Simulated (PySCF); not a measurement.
A side-by-side comparison of computed properties.

First species: biphenylene, C12H8.
Z-matrix (Å and degrees, GFN2-xTB geometry), rows numbered from 1:
```
C 
C   1  1.3771
C   2  1.4095  1  122.28
C   3  1.3609  2  115.31  1    -0.10
C   4  1.4233  3  122.40  2     0.04
C   5  1.3608  4  122.43  3     0.06
C   5  1.4924  4   90.01  3   179.99
C   7  1.3608  5  147.56  4  -179.95
C   8  1.4095  7  115.32  5   179.90
C   9  1.3771  8  122.26  7    -0.07
C  10  1.4095  9  122.28  8     0.05
C  11  1.3609 10  115.32  9     0.03
H   1  1.0806  2  119.11  3  -179.90
H   2  1.0806  1  119.09  3   179.98
H   3  1.0797  2  120.83  1   179.88
H   6  1.0797  1  120.86  2  -179.90
H   8  1.0796  7  123.82  5    -0.09
H   9  1.0806  8  118.63  7   179.93
H  10  1.0806  9  119.09  8  -179.93
H  11  1.0797 10  120.82  9  -179.93
```

Second species: C6H13OP.
SMILES: `CC(=O)PCC(C)C`

Levels: PBE0/pcSseg-1 for dipole moment, HOMO energy, LUMO energy and HOMO–LUMO gap; GFN2-xTB for rotational constant A and rotational constant C. Geometries: GFN2-xTB. Each structure is a single optimised conformer of the isolated species, non-relativistic unless stated; the electronic structure was computed with PySCF and density fitting.

Dipoles, sizes and rotational constants follow the conformer. The torsions of the flexible species, by atom-mapped SMILES:
- `[CH3:1][C:2](=[O:3])[PH:4][CH2:5][CH:6]([CH3:7])[CH3:8]`: C1–C2–P4–C5 151°, C2–P4–C5–C6 175°, P4–C5–C6–C7 63°

Values for the first species:

* Dipole moment: 0.00 D
* HOMO energy: -5.92 eV
* LUMO energy: -1.49 eV
* HOMO–LUMO gap: 4.43 eV
* Rotational constant A: 2.834 GHz
* Rotational constant C: 0.552 GHz

Problem. Estimate the same properties for the second species, and the change in each.

Solution. 
```
             property      first     second  second less first
        dipole moment     0.00 D     2.12 D            +2.12 D
          HOMO energy   -5.92 eV   -6.80 eV           -0.88 eV
          LUMO energy   -1.49 eV   -0.72 eV           +0.77 eV
        HOMO–LUMO gap    4.43 eV    6.08 eV           +1.65 eV
rotational constant A  2.834 GHz  3.672 GHz         +0.838 GHz
rotational constant C  0.552 GHz  0.695 GHz         +0.143 GHz
```

On the first: Point group D2h forbids a permanent dipole, so the rigid molecule has no electric-dipole pure rotational spectrum.

On the second: In atomic units the dipole is 0.84 e·bohr (1 au = 2.5417 D). A dipole of 2.12 D is allowed in C1, and pure rotational transitions are dipole-allowed.
